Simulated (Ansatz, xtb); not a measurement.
# Relative energy of two isomers of CH6FGeNO

Structure X is `[CH3][Ge@]([NH2])([OH])[F]`, a singlet and structure Y is `C[NH][Ge@H]([OH])[F]`, a singlet. Both are isolated molecules in the gas phase, relaxed with PBE0-D3(BJ)/def2-SVP; the shapes shown needn't be the lowest conformers.

X (Å):

```xyz
11

C    -2.3293    0.2059   -1.0779
F    -0.9232    2.7680   -0.4589
Ge   -1.2985    1.1996    0.2073
N     0.3399    0.6231    0.7404
O    -2.3231    1.4331    1.6218
H    -3.3412    0.6307   -1.1335
H    -1.8570    0.2625   -2.0680
H    -2.4061   -0.8476   -0.7737
H     0.4822   -0.3806    0.7943
H     1.1121    1.0564    0.2420
H    -1.8106    1.7638    2.3687
```

Y (Å):

```xyz
11

C    -2.8153    1.1103    0.4100
F     1.3435    1.1581    0.3030
Ge   -0.1327    0.7839   -0.5371
N    -1.4019    1.3026    0.6366
O    -0.2821   -0.9508   -0.7992
H    -3.3062    1.9282   -0.1523
H    -3.3556    0.9926    1.3644
H    -2.9754    0.1805   -0.1582
H    -1.1642    2.0957    1.2224
H    -0.0320    1.4023   -1.9322
H    -0.4130   -1.4239    0.0311
```

Quicker runs give these differences E(Y) − E(X): GFN2-xTB +1.1 kcal/mol; HF/STO-3G +12.0 kcal/mol (at GFN2-xTB geometries); r2SCAN-D4/def2-SVP +18.0 kcal/mol (at GFN2-xTB geometries).

Q: Estimate E(Y) − E(X) at the level CCSD(T)/def2-SVP + ΔMP2/def2-TZVPP.

A: Calculated at CCSD(T)/def2-SVP + ΔMP2/def2-TZVPP: E(Y) − E(X) = +21.1 kcal/mol, so structure X lies lower.

Level by level:

| level | geometry | E(Y) − E(X) (kcal/mol) | departure from the last row (kcal/mol) | job, with rough time for the two |
| --- | --- | --- | --- | --- |
| GFN2-xTB | GFN2-xTB | +1.1 | −20.0 | optimisation, 1.4 s |
| HF/STO-3G | GFN2-xTB | +12.0 | −9.1 | single point, 2.6 s |
| r2SCAN-D4/def2-SVP | GFN2-xTB | +18.0 | −3.1 | single point, 11 s |
| PBE0-D3(BJ)/def2-SVP | PBE0-D3(BJ)/def2-SVP | +17.2 | −3.9 | optimisation, 5.6 min |
| HF/def2-SVP | PBE0-D3(BJ)/def2-SVP | +16.1 | −5.0 | part of the CCSD(T) run |
| MP2/def2-SVP | PBE0-D3(BJ)/def2-SVP | +17.6 | −3.5 | part of the CCSD(T) run |
| CCSD(T)/def2-SVP | PBE0-D3(BJ)/def2-SVP | +16.3 | −4.8 | single point |
| CCSD(T)/def2-SVP + ΔMP2/def2-TZVPP | PBE0-D3(BJ)/def2-SVP | +21.1 |  | single point, 3.1 min |

As drawn, Y has 1 C–N, 1 Ge–H in place of 1 C–Ge, 1 N–H.

The levels shown agree on the order. The largest departure from CCSD(T)/def2-SVP + ΔMP2/def2-TZVPP is that of GFN2-xTB, 20.0 kcal/mol. The last row adds to CCSD(T) the change of the MP2 difference between the two basis sets, here +4.8 kcal/mol, a large step that makes the value less sure.

With harmonic frequencies from PBE0-D3(BJ)/def2-SVP (ideal gas, rigid rotor, one conformer each, 298.15 K, 1 atm): on the last row, ΔE + ΔZPE = +21.2 kcal/mol. A mode under 50 cm⁻¹ makes harmonic enthalpies and free energies unreliable, so none is given.

The correlated steps freeze 13 core orbitals; the filled d shell of Ge is correlated, in a basis made for valence electrons. Run with Ansatz 0.2.0, xtb 6.7.1; the last row on 2 threads of AMD EPYC (Zen 3) on a shared host.
